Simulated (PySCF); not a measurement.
Al(Br)(Me)(OH) (CH4AlBrO), SMILES [CH3][Al]([OH])[Br]. Atoms are numbered in the order given.

```xyz
8

Al    -0.1062    -0.9480     0.0000
Br     0.0900     1.3176     0.0000
C      1.4550    -2.1031     0.0000
H      2.0858    -1.9161    -0.8859
H      1.1645    -3.1659     0.0000
H      2.0858    -1.9161     0.8859
O     -1.6680    -1.6306     0.0000
H     -2.4933    -1.1312     0.0000
```

Geometry optimised at TPSSh-D3(BJ)/def2-SVP. The structure was generated by enumeration; whether it is a known compound was not checked. Other conformers were not sampled.

The numbers are results of PySCF with CAM-B3LYP/def2-TZVP, not measurements.

Atomic charges (e):

```json
[
 {"atom": "Al1", "Mulliken": "0.62", "IAO": "1.11", "Löwdin": "-0.25"},
 {"atom": "Br2", "Mulliken": "-0.26", "IAO": "-0.33", "Löwdin": "0.24"},
 {"atom": "C3", "Mulliken": "-0.57", "IAO": "-0.81", "Löwdin": "-0.48"},
 {"atom": "H4", "Mulliken": "0.14", "IAO": "0.16", "Löwdin": "0.14"},
 {"atom": "H5", "Mulliken": "0.15", "IAO": "0.16", "Löwdin": "0.14"},
 {"atom": "H6", "Mulliken": "0.14", "IAO": "0.16", "Löwdin": "0.14"},
 {"atom": "O7", "Mulliken": "-0.54", "IAO": "-0.82", "Löwdin": "-0.13"},
 {"atom": "H8", "Mulliken": "0.32", "IAO": "0.37", "Löwdin": "0.19"}
]
```
